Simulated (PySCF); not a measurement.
BBrH4N2, SMILES NB(N)Br.

Geometry optimised at PBE0-D3(BJ)/def2-SVP. The structure was generated by enumeration, and PubChem lists no compound with its InChIKey, so it may never have been made. One conformer was computed; it need not be the lowest.

Computed with PBE/def2-TZVP (PySCF).

Symmetry labels are those of the subgroup C2v that the program uses (full group C2v).

### Question
List the valence orbital energies around the gap with their symmetry. (The exact figures need the calculation; the answer reports its results.)

### Answer

```json
[
 {"orbital": "HOMO−7", "symmetry": "A1", "energy (eV)": "-12.74"},
 {"orbital": "HOMO−6", "symmetry": "B2", "energy (eV)": "-12.43"},
 {"orbital": "HOMO−5", "symmetry": "B2", "energy (eV)": "-10.89"},
 {"orbital": "HOMO−4", "symmetry": "A1", "energy (eV)": "-8.68"},
 {"orbital": "HOMO−3", "symmetry": "B1", "energy (eV)": "-8.26"},
 {"orbital": "HOMO−2", "symmetry": "B2", "energy (eV)": "-6.62"},
 {"orbital": "HOMO−1", "symmetry": "B1", "energy (eV)": "-6.43"},
 {"orbital": "HOMO", "symmetry": "A2", "energy (eV)": "-5.98"},
 {"orbital": "LUMO", "symmetry": "A1", "energy (eV)": "-0.13"},
 {"orbital": "LUMO+1", "symmetry": "A1", "energy (eV)": "0.73"},
 {"orbital": "LUMO+2", "symmetry": "B1", "energy (eV)": "0.75"},
 {"orbital": "LUMO+3", "symmetry": "B2", "energy (eV)": "0.95"}
]
```
